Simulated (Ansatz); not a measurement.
BBrClH2N, SMILES `NB(Cl)Br`, relaxed with RKS PBE-D4/def2-SVP in Ansatz from a rough embedded geometry. The force threshold is 0.03 eV/Å; the program also tests the step.

Total charge 0; spin multiplicity 1.

Start:

```xyz
6

N    -0.616   -0.762   -0.148
B     0.398    0.390   -0.178
Cl    2.143    0.177   -0.826
Br   -0.269    2.169    0.489
H    -1.477   -0.450    0.219
H    -0.180   -1.524    0.443
```

```json
{"step": "1", "energy (eV)": "-84738.1813", "largest force (eV/Å)": "4.828", "largest move (Å)": "0.000"}
{"step": "2", "energy (eV)": "-84738.7183", "largest force (eV/Å)": "1.760", "largest move (Å)": "0.197"}
{"step": "3", "energy (eV)": "-84738.8918", "largest force (eV/Å)": "1.741", "largest move (Å)": "0.195"}
{"step": "4", "energy (eV)": "-84738.9696", "largest force (eV/Å)": "1.039", "largest move (Å)": "0.085"}
{"step": "5", "energy (eV)": "-84739.0296", "largest force (eV/Å)": "0.317", "largest move (Å)": "0.144"}
{"step": "6", "energy (eV)": "-84739.0316", "largest force (eV/Å)": "0.032", "largest move (Å)": "0.017"}
{"step": "7", "energy (eV)": "-84739.0318", "largest force (eV/Å)": "0.010", "largest move (Å)": "0.007"}
```

End:

```xyz
6

N    -0.495   -0.651    0.116
B     0.372    0.424   -0.092
Cl    2.034    0.141   -0.641
Br   -0.246    2.234    0.223
H    -1.457   -0.529    0.433
H    -0.207   -1.618   -0.039
```

It took 8 s on 2 threads of a server CPU on a shared host, with 0.17 GiB of host memory at the peak.
